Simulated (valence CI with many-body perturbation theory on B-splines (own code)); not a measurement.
# E1 transitions of Mo³⁺

Computed by configuration interaction combined with many-body perturbation theory (CI+MBPT): three valence electrons over a frozen Dirac-Fock core [Kr], a basis of 7 s, 7 p, 8 d, 6 f, 4 g, 1 h functions for each j, with the one-electron correlation potential Σ1 (screened to all orders), the two-electron term Σ2, the three-electron term Σ3, Breit, model QED; selected single and double excitations, second order for the rest, scaled by the run's own slope (own B-spline code, finite nucleus).

Against 64 measured levels this calculation errs by 530 cm⁻¹ on average and by 1922 at most. These come from a selection out of Sugar and Musgrove, J. Phys. Chem. Ref. Data 17, 155 (1988). Levels without a partner in it may be off by more, other configurations by 1,000 to 8,000 cm⁻¹.

Lines 51 to 100 of 544 in falling wavelength, among levels below 26.435 eV, chosen from the strongest by gf and those to the six lowest levels. Wavelengths and rates use the calculated energies, so an error of 500 cm⁻¹ moves a line at 516.0 nm by 2.6 % and its rate by three times that or more. Electric multipoles are in the length gauge, E1 and E2 with the static RPA response of the core. Weak lines are less certain than strong ones. Lines between different terms over intervals too small for the method are left out, as are lines whose strength nearly cancels. Where a level lies close to another of its J and parity, the split of strength between their lines is uncertain. The highest levels of a list are the least certain.

Names give the largest LS component (configuration and term), which can be under half, so a name can repeat, a term be missing and a line seem to break the LS rules; names also repeat where a configuration has a term twice. Letters in brackets count levels of one name in rising energy.

| λ vac (nm) | Upper | Lower | A (s⁻¹) | log gf | Branch % |
| --- | --- | --- | --- | --- | --- |
| 516.0 | 4d²4f ⁴D°_7/2 | 4d²5d ⁴D_5/2 [a] | 1.84e+07 | -0.23 | 0.5 |
| 514.7 | 4d²4f ²H°_9/2 | 4d²5d ²G_7/2 [a] | 5.11e+07 | 0.31 | 1.5 |
| 513.4 | 4d²6p ²G°_7/2 [a] | 4d²6s ⁴F_5/2 | 3.89e+07 | 0.09 | 1.8 |
| 512.7 | 4d²6p ⁴F°_7/2 [a] | 4d²6s ⁴F_7/2 | 5.51e+07 | 0.24 | 2.2 |
| 512.2 | 4d²6p ⁴D°_5/2 | 4d²5d ²P_3/2 [b] | 1.62e+07 | -0.42 | 0.7 |
| 512.2 | 4d²6p ⁴G°_9/2 | 4d²6s ⁴F_7/2 | 9.31e+07 | 0.56 | 10.3 |
| 511.6 | 4d²6p ²F°_5/2 [b] | 4d²6s ⁴F_5/2 | 1.70e+07 | -0.40 | 1.0 |
| 510.3 | 4d²4f ²H°_11/2 | 4d²5d ²G_9/2 [a] | 4.88e+07 | 0.36 | 1.3 |
| 508.1 | 4d²6p ⁴F°_5/2 [a] | 4d²6s ⁴F_5/2 | 3.99e+07 | -0.03 | 1.2 |
| 507.2 | 4d²6p ⁴D°_5/2 | 4d²6s ⁴F_7/2 | 3.56e+07 | -0.08 | 1.6 |
| 505.2 | 4d²6p ²G°_7/2 [b] | 4d²6s ²F_5/2 | 5.77e+07 | 0.25 | 8.8 |
| 503.7 | 4d²4f ²G°_9/2 [b] | 4d²6s ⁴F_7/2 | 1.94e+07 | -0.13 | 1.2 |
| 502.7 | 4d²6p ⁴F°_3/2 | 4d²6s ⁴F_3/2 | 9.65e+07 | 0.17 | 3.7 |
| 498.6 | 4d²6p ²F°_5/2 [b] | 4d²6s ⁴F_3/2 | 1.94e+07 | -0.36 | 1.2 |
| 497.9 | 4d²4f ⁴D°_7/2 | 4d²5d ²F_7/2 [a] | 1.38e+07 | -0.39 | 0.4 |
| 495.9 | 4d²4f ⁴P°_5/2 | 4d²5d ⁴P_5/2 [a] | 2.53e+07 | -0.25 | 0.4 |
| 494.5 | 4d²4f ⁴G°_11/2 | 4d²5d ²G_9/2 [a] | 1.25e+07 | -0.26 | 0.2 |
| 491.0 | 4d²6p ⁴D°_1/2 | 4d²6s ⁴F_3/2 | 1.39e+08 | 0.00 | 11.2 |
| 488.7 | 4d²4f ²D°_5/2 | 4d²5d ²P_3/2 [b] | 1.76e+07 | -0.42 | 0.5 |
| 485.7 | 4d²6p ⁴D°_3/2 | 4d²6s ⁴F_5/2 | 6.89e+07 | -0.01 | 3.5 |
| 484.2 | 4d²4f ²D°_5/2 | 4d²6s ⁴F_7/2 | 2.92e+07 | -0.21 | 0.8 |
| 481.9 | 4d²6p ⁴F°_7/2 [a] | 4d²6s ⁴F_5/2 | 1.77e+07 | -0.31 | 0.7 |
| 479.8 | 4d²4f ⁴F°_9/2 | 4d²5d ⁴D_7/2 [a] | 2.44e+07 | -0.07 | 0.3 |
| 462.1 | 4d²6p ²D°_3/2 | 4d²5d ⁴F_3/2 [a] | 3.04e+07 | -0.41 | 1.1 |
| 448.1 | 4d²4f ⁴P°_5/2 | 4d²5d ⁴D_7/2 [a] | 3.14e+07 | -0.25 | 0.5 |
| 447.2 | 4d²6p ⁴F°_5/2 [a] | 4d²5d ⁴F_5/2 [a] | 2.74e+07 | -0.31 | 0.8 |
| 442.8 | 4d²4f ⁴S°_3/2 | 4d²5d ⁴P_5/2 [a] | 5.44e+07 | -0.19 | 0.6 |
| 434.9 | 4d²4f ⁴G°_11/2 | 4d²5d ⁴G_11/2 | 1.67e+07 | -0.24 | 0.2 |
| 430.8 | 4d²6p ⁴F°_7/2 [b] | 4d²5d ⁴F_7/2 [a] | 2.78e+07 | -0.21 | 1.4 |
| 429.1 | 4d²4f ²G°_9/2 [b] | 4d²5d ²H_11/2 [a] | 1.65e+07 | -0.34 | 1.0 |
| 422.3 | 4d²6p ²G°_7/2 [a] | 4d²5d ²H_9/2 [a] | 2.12e+07 | -0.34 | 1.0 |
| 416.7 | 4d²4f ²D°_5/2 | 4d²5d ²D_5/2 [a] | 3.25e+07 | -0.29 | 0.9 |
| 411.4 | 4d5s5p ²F°_7/2 [b] | 4d²5d ²H_9/2 [a] | 2.80e+07 | -0.25 | 1.1 |
| 398.8 | 4d²6p ⁴F°_7/2 [b] | 4d²5d ²G_9/2 [a] | 3.37e+07 | -0.19 | 1.8 |
| 383.9 | 4d²6p ²G°_7/2 [b] | 4d²5d ²H_9/2 [a] | 6.70e+07 | 0.07 | 10.2 |
| 371.8 | 4d²6p ²F°_5/2 [a] | 4d²5d ⁴H_7/2 | 4.55e+07 | -0.25 | 1.7 |
| 371.6 | 4d²6p ⁴G°_7/2 | 4d²5d ⁴G_9/2 | 2.64e+07 | -0.36 | 1.6 |
| 364.5 | 4d²6p ²F°_5/2 [b] | 4d²5d ²F_7/2 [a] | 4.31e+07 | -0.29 | 2.6 |
| 364.1 | 4d²4f ²G°_9/2 [b] | 4d²5d ⁴G_11/2 | 2.77e+07 | -0.26 | 1.7 |
| 362.7 | 4d²6p ²F°_5/2 [a] | 4d²5d ⁴G_5/2 | 4.71e+07 | -0.25 | 1.8 |
| 360.1 | 4d²6p ⁴G°_7/2 | 4d²5d ⁴H_9/2 | 1.03e+08 | 0.21 | 6.2 |
| 360.0 | 4d²6p ⁴F°_5/2 [a] | 4d²5d ⁴D_3/2 [a] | 4.67e+07 | -0.26 | 1.4 |
| 359.4 | 4d²6p ⁴G°_5/2 | 4d²5d ⁴H_7/2 | 1.05e+08 | 0.08 | 4.3 |
| 357.9 | 4d²6p ²G°_7/2 [a] | 4d²5d ⁴H_9/2 | 4.22e+07 | -0.19 | 2.0 |
| 356.9 | 4d²6p ⁴G°_9/2 | 4d²5d ⁴H_11/2 | 1.29e+08 | 0.39 | 14.2 |
| 356.2 | 4d²6p ⁴G°_7/2 | 4d²5d ⁴G_7/2 | 6.81e+07 | 0.02 | 4.1 |
| 355.3 | 4d²6p ⁴D°_5/2 | 4d²5d ⁴D_5/2 [a] | 4.74e+07 | -0.27 | 2.2 |
| 354.3 | 4d²6p ⁴F°_3/2 | 4d²5d ²F_5/2 [a] | 7.70e+07 | -0.24 | 2.9 |
| 352.8 | 4d²4f ²G°_9/2 [b] | 4d²5d ⁴H_11/2 | 2.77e+07 | -0.29 | 1.7 |
| 352.7 | 4d²6p ⁴F°_7/2 [a] | 4d²5d ⁴G_9/2 | 5.00e+07 | -0.13 | 2.0 |
